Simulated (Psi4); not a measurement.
CHO, doublet, geometry from GFN2-xTB; R2SCAN/cc-pVDZ in Psi4.

The Psi4 input:
```
memory 2 GB

molecule mol {
0 2
  C     0.050778    0.585589    0.011343
  O     0.065822   -0.594113   -0.013409
  H    -0.831242    1.239366    0.039217
}

set basis cc-pvdz
set reference uks

energy('r2scan')
print_variables()
```

Q: What does Psi4 print? Leave out banner, timings and long lists.

A: 
```
   => Loading Basis Set <=

    Name: CC-PVDZ
    Role: ORBITAL
    Keyword: BASIS

         ---------------------------------------------------------
                                   SCF
               by Justin Turney, Rob Parrish, Andy Simmonett
                          and Daniel G. A. Smith
                              UKS Reference
         ---------------------------------------------------------

  ==> Geometry <==

    Molecular point group: cs
    Full point group: Cs

    Geometry (in Angstrom), charge = 0, multiplicity = 2:

       Center              X                  Y                   Z               Mass
    ------------   -----------------  -----------------  -----------------  -----------------
         C            0.628011398991    -0.022355798486     0.000000000000    12.000000000000
         O           -0.551950215178    -0.037401772435     0.000000000000    15.994914619570
         H            1.282226315883     0.859779932862     0.000000000000     1.007825032230

  Running in cs symmetry.

  Rotational constants: A =     27.13955  B =      1.47682  C =      1.40060 [cm^-1]
  Rotational constants: A = 813623.16133  B =  44273.94788  C =  41989.07894 [MHz]
  Nuclear repulsion =   26.489142256740500

  Charge       = 0
  Multiplicity = 2
  Electrons    = 15
  Nalpha       = 8
  Nbeta        = 7

  ==> Algorithm <==

  SCF Algorithm Type is DF.
  DIIS enabled.
  MOM disabled.
  Fractional occupation disabled.
  Guess Type is SAD.
  Energy threshold   = 1.00e-06
  Density threshold  = 1.00e-06
  Integral threshold = 1.00e-12

  ==> Primary Basis <==

  Basis Set: CC-PVDZ
    Blend: CC-PVDZ
    Number of shells: 15
    Number of basis functions: 33
    Number of Cartesian functions: 35
    Spherical Harmonics?: true
    Max angular momentum: 2

  ==> DFT Potential <==

   => LibXC <=

    Version 7.1.2
    S. Lehtola, C. Steigemann, M. J. T. Oliveira, and M. A. L. Marques,  SoftwareX 7, 1–5 (2018) (10.1016/j.softx.2017.11.002)

   => Composite Functional: R2SCAN <=

    r2SCAN Meta-GGA XC Functional  (0.1021/acs.jpclett.0c02405)
    J. W. Furness, A. D. Kaplan, J. Ning, J. P. Perdew, J. Sun  J. Phys. Chem. Lett.  11, 8208–8215, 2020

    Deriv               =              1
    GGA                 =           TRUE
    Meta                =           TRUE

    Exchange Hybrid     =          FALSE
    MP2 Hybrid          =          FALSE

   => Exchange Functionals <=

    1.0000   XC_MGGA_X_R2SCAN

[...]

   @Spin Contamination Metric:   3.295916234E-03
   @S^2 Expected:                7.500000000E-01
   @S^2 Observed:                7.532959162E-01
   @S   Expected:                5.000000000E-01
   @S   Observed:                5.000000000E-01

    Orbital Energies [Eh]
    ---------------------

    Alpha Occupied:

[...]
    Alpha Virtual:

[...]
      24Ap     3.454951

    Beta Occupied:

[...]
       6Ap    -0.349722

    Beta Virtual:

[...]
    Final Occupation by Irrep:
             Ap   App
    DOCC [     6,    1 ]
    SOCC [     1,    0 ]
    NA   [     7,    1 ]
    NB   [     6,    1 ]

  @DF-UKS Final Energy:  -113.79961570994793

   => Energetics <=

    Nuclear Repulsion Energy =             26.4891422567405002
    One-Electron Energy =                -207.0884465537683923
    Two-Electron Energy =                  81.0408703056890829
    DFT Exchange-Correlation Energy =     -14.2411817186091323
    Empirical Dispersion Energy =           0.0000000000000000
    VV10 Nonlocal Energy =                  0.0000000000000000
    Total Energy =                       -113.7996157099479291

  UHF NO Occupations:
  HONO-2 :    5 Ap 1.9996058
  HONO-1 :    6 Ap 1.9990191
  HONO-0 :    7 Ap 1.0000000
  LUNO+0 :    8 Ap 0.0009809
  LUNO+1 :    9 Ap 0.0003942
  LUNO+2 :    2App 0.0001897
  LUNO+3 :   10 Ap 0.0000675

Computation Completed

Properties will be evaluated at   0.000000,   0.000000,   0.000000 [a0]

Properties computed using the SCF density matrix

 Multipole Moments:

 ------------------------------------------------------------------------------------
     Multipole            Electronic (a.u.)      Nuclear  (a.u.)        Total (a.u.)
 ------------------------------------------------------------------------------------

 L = 1.  Multiply by 2.5417464519 to convert [e a0] to [Debye]
 Dipole X            :         -0.7009087            1.1993959            0.4984872
 Dipole Y            :         -0.4424801            0.8058377            0.3633576
 Dipole Z            :          0.0000000            0.0000000            0.0000000
 Magnitude           :                                                    0.6168616

 ------------------------------------------------------------------------------------

  Variable Map:
  ----------------------------------------------------------------------------
[...]
  Array Variable Map:
  ----------------------------------------------------------------------------
[...]
[...]
```
